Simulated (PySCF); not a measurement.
## Ionisation of aluminum chloride

Parent: aluminum chloride, `[Cl][Al]([Cl])[Cl]` (AlCl3). Optimised structure (Å), atoms numbered from 1:
```
Cl    2.0588   -0.3325    0.0437
Al    0.0080   -0.0017   -0.0121
Cl   -0.7255    1.9410   -0.0093
Cl   -1.3225   -1.5965   -0.0671
```

Level of theory: OPBE/def2-TZVPD single points in PySCF, grid level 2; every species was optimised with PBE0-D3(BJ)/def2-SVP. Thermal corrections: PBE0-D3(BJ)/def2-SVP frequencies, unscaled, ideal gas at 298.15 K and 1 bar, quasi-RRHO entropy.

Frontier levels of the parent: HOMO -8.06 eV, LUMO -2.03 eV.

Oxidation to the radical cation:
```
Vertical ionisation energy (electronic)              : 10.93 eV
Adiabatic ionisation energy (with zero-point energy) : 10.94 eV
Adiabatic, electronic part                           : 10.95 eV
Vertical gap at the product's structure              : 9.84 eV
⟨S²⟩ of the product                                  : 0.753
Largest spin populations                             : Cl4 0.51, Cl3 0.51
Largest changes of atomic charge                     : Cl3 0.36, Cl4 0.36, Cl1 0.16, Al2 0.13
Distances that move most (Å)                         : Cl1–Al2 2.078 → 2.018; Al2–Cl3 2.077 → 2.136; Al2–Cl4 2.078 → 2.137
```

Vertical ionisation energy: the gap is larger than usual, and may come from another state, site, conformer or species, from an onset or band maximum that doesn't mark the energy named, from the functional or basis, or from an outlying measurement.

Measured values (NIST Chemistry WebBook, evaluated or the median of agreeing entries): vertical ionisation energy 12.01 eV (computed 10.93, difference -1.08).

Caveats: spin-orbit coupling is left out of the energies, which matters for open shells on the heavier atoms; the relaxed radical cation lies 0.02 eV above the vertical state at this level, which can't hold for one state at its own minimum: the structure, made at another level, misses this level's minimum; Cl1 and Cl4 are equivalent in the parent, but the relaxed radical cation is symmetry-broken (D3h to C2v), as a Jahn-Teller-type distortion or an artefact of the method; its spin populations, distances and adiabatic value belong to that structure.
